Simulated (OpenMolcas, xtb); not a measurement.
# A ladder of methods for AlSnSiH7 (SMILES [SiH3][AlH][SnH3])

The species is AlSnSiH7 (10 atoms), meant as a singlet with charge 0. SMILES: `[SiH3][AlH][SnH3]`. The coordinates come from a PBE0-D4/def2-TZVP relaxation.

```xyz
10

Si   -1.7276    1.0169   -0.9874
Al    0.6309    0.3661   -0.7718
Sn    1.4038   -1.1437    1.2796
H    -2.5845   -0.2027   -1.0560
H    -2.0258    1.8525   -2.1838
H    -2.1545    1.7801    0.2215
H     1.7232    0.8245   -1.8331
H     2.6080   -0.3743    2.2246
H     0.1284   -1.5415    2.3498
H     2.0814   -2.6290    0.7598
```

Quantity: the dipole moment, in D. The values are calculated.

```tsv
level	kind	program	value (D)
GFN1-xTB	semi-empirical	xtb	1.89
HF/def2-SVP (core potential)	Hartree–Fock	OpenMolcas	0.84
SVWN5/def2-SVP (core potential)	LDA	OpenMolcas	0.58
revPBE/def2-SVP (core potential)	GGA	OpenMolcas	0.60
r2SCAN/def2-SVP (core potential)	meta-GGA	OpenMolcas	0.62
M06-2X/def2-SVP (core potential)	hybrid meta-GGA	OpenMolcas	0.71
```

The values span 0.58 to 1.89 D. Magnitudes only.
